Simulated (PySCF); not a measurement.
# Core-level binding energies of Ti(OtBu)Cl3

Ti(OtBu)Cl3, C4H9Cl3OTi (singlet state).
Bonds: Ti1–O2, Ti1–Cl16, Ti1–Cl17, Ti1–Cl18, O2–C3, C3–C4, C3–C5, C3–C6. Hydrogens: H7, H8, H9 on C4; H10, H11, H12 on C5; H13, H14, H15 on C6.

Method used: delta-SCF UKS SCAN, pcX-2 on the ionised atom (unc-x2c-TZVPall on a metal), pcseg-1 elsewhere, spin-free X2C in PySCF. Vertical ΔSCF values, vacuum level as zero.

List the computed XPS lines with their assignment.

```json
{"atom(s)": "Cl16/Cl17/Cl18", "bonded to": "Ti", "level": "Cl 2p3/2", "binding energy (eV)": "205.30", "2p1/2 (eV)": "206.95", "above the level's lowest (eV)": "0.00", "count": "3"}
{"atom(s)": "C4/C5/C6", "bonded to": "C and 3 H", "level": "C 1s", "binding energy (eV)": "291.00", "2p1/2 (eV)": "–", "above the level's lowest (eV)": "0.00", "count": "3"}
{"atom(s)": "C3", "bonded to": "O and 3 C", "level": "C 1s", "binding energy (eV)": "292.88", "2p1/2 (eV)": "–", "above the level's lowest (eV)": "+1.88", "count": "1"}
{"atom(s)": "Ti1", "bonded to": "O and 3 Cl", "level": "Ti 2p3/2", "binding energy (eV)": "463.59", "2p1/2 (eV)": "469.31", "above the level's lowest (eV)": "0.00", "count": "1"}
{"atom(s)": "O2", "bonded to": "C and Ti", "level": "O 1s", "binding energy (eV)": "538.20", "2p1/2 (eV)": "–", "above the level's lowest (eV)": "0.00", "count": "1"}
{"atom(s)": "Cl16/Cl17/Cl18", "bonded to": "Ti", "level": "Cl 1s", "binding energy (eV)": "2827.89", "2p1/2 (eV)": "–", "above the level's lowest (eV)": "0.00", "count": "3"}
```

The listed C 1s values span 1.88 eV, from C4/C5/C6 (bonded to C and 3 H) to C3 (bonded to O and 3 C).

Which effective nuclear charge Zeff reproduces each element's mean 1s value in the hydrogen-like formula E = 13.606 eV × Zeff²?

C (Z = 6): mean 291.5 eV, Zeff = 4.63, Z − Zeff = 1.37; O (Z = 8): mean 538.2 eV, Zeff = 6.29, Z − Zeff = 1.71; Cl (Z = 17): mean 2827.9 eV, Zeff = 14.42, Z − Zeff = 2.58. Means run over the listed sites, weighted by atom count.

Topologically equivalent atoms share the value of their first member; where this conformer doesn't relate them by symmetry, their own values could differ. Spin–orbit coupling isn't in the SCF: each 2p doublet comes from a relaxed spin-free hole plus a matrix of the shell (mean-field spin–orbit coupling and the ground-state 2p splitting), with 2p3/2 averaged over its two sublevels. 2p1/2 minus 2p3/2 (ligand field included): Ti 5.72 eV, Cl 1.65 eV. Satellites of the metal's 2p lines aren't described. Geometry: PBE0-D3(BJ)/def2-SVP; no solvent, vibrations or thermal averaging. Metal 2p energies of this one-determinant scheme are less reliable than its 1s energies.
